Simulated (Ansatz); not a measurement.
**Question.** Name a neutral molecule of In, O and H with HOMO–LUMO gap (PBE0/def2-TZVPP) between 6.60 and 6.90 eV and HOMO–LUMO gap (B3LYP/def2-TZVPP) between 5.95 and 6.25 eV (Ansatz, PBE0-D4/def2-TZVP geometry).

**Answer.** `[OH][In]([OH])[OH]` (6.78 eV, 6.14 eV); `[OH][InH2]` (6.74 eV, 6.24 eV). Other molecules can fit too; these were computed, each in one conformer that needn't be the lowest.

B3LYP here is the variant with VWN-RPA as its local correlation; programs differ in this.
